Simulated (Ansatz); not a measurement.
A structure drawn as `[OH][GeH2][SeH]`, with this starting geometry:

```xyz
7

O    -0.776    1.244    0.586
Ge    0.435    0.306   -0.305
Se    0.127   -1.927    0.274
H    -0.573    1.080    1.482
H     0.219    0.479   -1.838
H     1.876    0.756    0.069
H    -1.307   -1.939   -0.268
```

Charge 0, multiplicity 1.

**Question.** Does it keep its bonds when Ansatz relaxes it at PBE-D4/def2-SVP and then PBE0-D4/def2-TZVP?

**Answer.** Yes, every drawn bond is still there and no new one forms.

**Question.** Give the relaxed structure. (Estimate.)

**Answer.** Computed: 
Z-matrix (Å, degrees):
```
Ge
Se 1 2.352
O 1 1.777 2 110.9
H 1 1.538 2 104.8 3 120.1
H 1 1.530 2 112.4 3 -115.9
H 2 1.469 1 92.5 3 65.8
H 3 0.961 1 112.2 2 47.3
```
All modes are real.

Atoms count as bonded under 1.1 times the sum of their covalent radii (H–H under 0.85 Å, pairs among N, O and F under 1.55 Å), and a drawn bond as lost past 1.3 times.
